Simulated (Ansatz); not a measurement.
Ansatz results at the PBE0-D4/def2-TZVP geometry: HOMO energy (B3LYP/def2-TZVPP) -7.20 eV; LUMO energy (PBE/def2-TZVPP) -2.14 eV; HOMO energy (ωB97M-V/def2-TZVPP) -9.56 eV.

Each molecule was computed in one conformer, which needn't be the lowest.

Which molecule gave them?
A. `BB(O)N=C`
B. `CB1NCS1`
C. `C[SiH2]BO[SiH3]`
D. `B[SiH2]OC[SiH3]`

C. The others give `CB1NCS1`: -6.47, -0.49, -8.91; `B[SiH2]OC[SiH3]`: -7.60, -3.53, -10.04; `BB(O)N=C`: -6.94, -3.08, -9.45.

B3LYP here is the variant with VWN-RPA as its local correlation; programs differ in this.
